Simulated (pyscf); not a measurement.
## Insertion: HO–In [singlet] + HO–SiH₃ → HO–InH–O–SiH₃

Gas phase, singlet surface, charge 0. Bonds broken: O4–H6. Bonds formed: In1–O4, In1–H6. Optimised with ωB97X-D3(BJ)/def2-SVP in PySCF.

Transition state (Å):

```xyz
9

In     1.8926    -0.0279     0.4183
O      2.5436     1.1107    -1.0612
H      1.8616     1.6922    -1.4229
O     -0.2195     0.0831     0.9639
Si    -1.8664    -0.0268     0.8365
H      0.8790    -0.8262     1.5759
H     -2.2861    -1.2805     0.1318
H     -2.5137    -0.0289     2.1840
H     -2.4157     1.1299     0.0602
```

One imaginary mode, 1349i cm⁻¹; descent along it reached the two sides named, in the forms told below.

| bond | change | reactant side (Å) | saddle | product side |
|---|---|---|---|---|
| O4–H6 | breaks | 0.961 | 1.552 | 3.2 |
| In1–O4 | forms | 2.287 | 2.184 | 1.999 |
| In1–H6 | forms | 3.1 | 1.733 | 1.688 |

Electronic energies relative to the separated reactants (kcal/mol):

| level | barrier | reaction energy | reverse barrier |
|---|---|---|---|
| ωB97X-D3(BJ)/def2-TZVP | 44.8 | -2.4 | 47.2 |
| PBE/def2-TZVP | 38.7 | +7.0 | 31.8 |
| r²SCAN/def2-TZVP | 38.7 | +1.5 | 37.2 |
| B3LYP-D3(BJ)/def2-TZVP | 45.3 | +7.3 | 38.0 |
| PBE0-D3(BJ)/def2-TZVP | 43.1 | +3.6 | 39.5 |
| M06-2X/def2-TZVP | 45.7 | +1.5 | 44.2 |
| ωB97M-D3(BJ)/def2-TZVP | 47.3 | +3.7 | 43.6 |
| HF/def2-TZVP | 64.6 | +5.8 | 58.9 |

With ωB97M-D3(BJ)/def2-TZVP energies and thermal terms (ideal gas, 1 atm, RRHO with modes under 100 cm⁻¹ raised to 100, one conformer, R ln 2 for chiral ones without a mode under 150 cm⁻¹), in kcal/mol:

| T (K) | ΔH‡ | ΔG‡ | ΔH | ΔG |
|---|---|---|---|---|
| 298 | 44.9 | 55.3 | +2.7 | +13.3 |
| 600 | 45.4 | 65.6 | +3.6 | +23.8 |
| 900 | 46.2 | 75.5 | +4.8 | +33.6 |
| 1200 | 47.1 | 85.1 | +6.2 | +43.0 |

On the reactant side the descent ends in an adduct with a In–O, O–Si contact (not fully relaxed), 19.2 kcal/mol under the separated species and 64.0 kcal/mol under the saddle at ωB97X-D3(BJ)/def2-TZVP. What is counted as formed (In–O) is already present as a longer contact in the reactant adduct; forming that adduct is a step of its own. This is the saddle that the search found; another between the same sides may lie lower. Elements past Kr carry the def2 core potentials, without spin-orbit coupling.
